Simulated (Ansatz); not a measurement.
Basis-set extrapolation for `O=C1CCCC(=O)C1` (PBE0-D4/def2-TZVP geometry, frozen core, Ansatz 0.2.0). Multiplicity 1, RHF reference.

```json
{"": "HF", "def2-TZVPP": "-381.746264", "def2-QZVPP": "-381.763176"}
{"": "MP2 correlation", "def2-TZVPP": "-1.431658", "def2-QZVPP": "-1.530658"}
{"": "CCSD(T) correlation", "def2-TZVPP": "-1.536703", "def2-QZVPP": "not run"}
```

Energies in hartree. Use E(X) = E(∞) + A·exp(−7.88·√X) for Hartree–Fock and E(X) = E(∞) + B·X^(−2.97) for correlation, with X = 3 and 4, and add CCSD(T) minus MP2 of the smaller set to the MP2 limit.

Q: What is the CCSD(T) energy at the basis-set limit?

A: HF limit: -381.763176 + (-0.016912) × 0.13774 = -381.76551. MP2 limit: -1.530658 + (-0.099000) × 0.74074 = -1.60399. Higher-order term: -1.536703 − (-1.431658) = -0.10504. Total: -383.47454 hartree, 5.21 eV below CCSD(T)/def2-TZVPP.
